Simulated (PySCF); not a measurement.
C2H9NSi3, SMILES [SiH3]C1=N[SiH2][SiH2]C1. Atoms are numbered in the order given.

```xyz
15

Si     2.6958    -0.1749    -0.3476
C      0.8039    -0.0324    -0.0911
N      0.1322    -0.9429    -0.6821
Si    -1.6441    -0.9414    -0.5316
Si    -1.6933     0.9657     0.8257
C      0.2191     1.0921     0.7584
H      3.4275     0.9286     0.3518
H      3.1555    -1.4848     0.1987
H      2.9891    -0.1045    -1.8084
H     -2.2575    -0.8242    -1.8872
H     -2.0914    -2.2240     0.0866
H     -2.3415     2.1784     0.2422
H     -2.1790     0.7722     2.2250
H      0.5493     2.0615     0.3450
H      0.6656     1.0466     1.7675
```

Coordinates come from a PBE0-D3(BJ)/def2-SVP optimisation. The structure was generated by enumeration, and PubChem lists no compound with its InChIKey, so it may never have been made. One conformer was computed; it need not be the lowest.

Computed with HF/def2-TZVP run with PySCF.

Computed frontier levels, gap, dipole moment and polarisability:
| Quantity | Value |
|---|---|
| highest occupied level | -9.46 eV |
| lowest empty level | 2.61 eV |
| orbital gap | 12.07 eV |
| dipole moment | 0.412 e·Å |
| quadrupole, principal values (traceless, Buckingham form, about the centre of nuclear charge) | -4.34, 1.41, 2.93 D·Å |
| mean static polarisability | 103.6 bohr³ (15.35 Å³) |
| polarisability, principal values | 83.1, 105.9, 121.6 bohr³ |
